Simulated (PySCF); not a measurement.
PySCF input (M06-2X/6-31G* (5d)):

```python
from pyscf import gto, dft

mol = gto.M(
    atom='''
    Al   -0.00000000   -0.00000000   -1.32719352
    Cl    0.00000000    0.00000000    1.01491269
    ''',
    basis='6-31g*',
    charge=-1,
    spin=1,
    symmetry='C2v',
    verbose=4,
)

mf = dft.UKS(mol, xc='m062x')
mf.grids.level = 4
mf.conv_tol = 1e-9
mf.max_cycle = 100
mf.max_memory = 1500
mf.kernel()
if not mf.converged:
    mf = mf.newton()
    mf.kernel(mf.make_rdm1())
mf.dip_moment()
```

From the last part of the output:

```

WARN: beta-B2 LUMO -0.0439147316893698 < system HOMO -0.0439147316893699

cycle= 1 E= -702.566077970647  delta_E= -0.0997  |g|= 0.209  |ddm|= 0.946
alpha HOMO (B1) = 0.0585155074603236  LUMO (B2) = 0.160555674992127
beta  HOMO (A1) = -0.0503000435581176  LUMO (B2) = 0.151795087127111
  HOMO = 0.0585155074603  LUMO = 0.151795087127  gap/eV = 2.53827
cycle= 2 E= -702.580602723183  delta_E= -0.0145  |g|= 0.184  |ddm|= 0.65
alpha HOMO (B1) = 0.0526871345144471  LUMO (B2) = 0.155491594399559
beta  HOMO (A1) = -0.0705326455913808  LUMO (B2) = 0.151396897328861
  HOMO = 0.0526871345144  LUMO = 0.151396897329  gap/eV = 2.68603
cycle= 3 E= -702.602784802999  delta_E= -0.0222  |g|= 0.00885  |ddm|= 0.255
alpha HOMO (B1) = 0.0464483203737294  LUMO (B2) = 0.149198932757558
beta  HOMO (A1) = -0.0768939248264402  LUMO (B2) = 0.147951644387007
  HOMO = 0.0464483203737  LUMO = 0.147951644387  gap/eV = 2.76205
cycle= 4 E= -702.60289509034  delta_E= -0.00011  |g|= 0.00352  |ddm|= 0.0296
alpha HOMO (B1) = 0.0475588417749624  LUMO (B2) = 0.150705494482624
beta  HOMO (A1) = -0.0751388368252544  LUMO (B2) = 0.149256392981565
  HOMO = 0.047558841775  LUMO = 0.149256392982  gap/eV = 2.76733
cycle= 5 E= -702.602912620803  delta_E= -1.75e-05  |g|= 0.00119  |ddm|= 0.0105
alpha HOMO (B1) = 0.047483624254026  LUMO (B2) = 0.150748748400207
beta  HOMO (A1) = -0.0750174710930509  LUMO (B2) = 0.149302871941608
  HOMO = 0.047483624254  LUMO = 0.149302871942  gap/eV = 2.77064
cycle= 6 E= -702.602915402027  delta_E= -2.78e-06  |g|= 0.000427  |ddm|= 0.0035
alpha HOMO (B1) = 0.0474010898995432  LUMO (B2) = 0.150705663902794
beta  HOMO (A1) = -0.0750282200271228  LUMO (B2) = 0.149310040058777
  HOMO = 0.0474010898995  LUMO = 0.149310040059  gap/eV = 2.77308
cycle= 7 E= -702.602916118809  delta_E= -7.17e-07  |g|= 0.000107  |ddm|= 0.0025
alpha HOMO (B1) = 0.0474088425438675  LUMO (B2) = 0.150712191516455
beta  HOMO (A1) = -0.0750146839981105  LUMO (B2) = 0.149337714065118
  HOMO = 0.0474088425439  LUMO = 0.149337714065  gap/eV = 2.77363
cycle= 8 E= -702.602916166789  delta_E= -4.8e-08  |g|= 2.1e-05  |ddm|= 0.00072
alpha HOMO (B1) = 0.0474078024220621  LUMO (B2) = 0.150704640682932
beta  HOMO (A1) = -0.0750230249122352  LUMO (B2) = 0.149335049834968
  HOMO = 0.0474078024221  LUMO = 0.149335049835  gap/eV = 2.77358
cycle= 9 E= -702.602916168493  delta_E= -1.7e-09  |g|= 4.35e-06  |ddm|= 0.000137
alpha HOMO (B1) = 0.0474080396640715  LUMO (B2) = 0.150703806736074
beta  HOMO (A1) = -0.0750237826910909  LUMO (B2) = 0.149334314698053
  HOMO = 0.0474080396641  LUMO = 0.149334314698  gap/eV = 2.77356
cycle= 10 E= -702.602916168554  delta_E= -6.09e-11  |g|= 8.98e-07  |ddm|= 2.58e-05
alpha HOMO (B1) = 0.0474081285710619  LUMO (B2) = 0.150703843469372
beta  HOMO (A1) = -0.0750239580311793  LUMO (B2) = 0.14933421901488
  HOMO = 0.0474081285711  LUMO = 0.149334219015  gap/eV = 2.77355
Extra cycle  E= -702.602916168557  delta_E= -2.96e-12  |g|= 4.03e-07  |ddm|= 3.27e-06
converged SCF energy = -702.602916168557  <S^2> = 0.75301603  2S+1 = 2.0030138

WARN: System has nonzero charge -1; the dipole moment is origin-dependent.
Location of origin: [0. 0. 0.]

Dipole moment(X, Y, Z, Debye):  0.00000,  0.00000,  2.35234
```

The dipole moment of an ion depends on the origin.
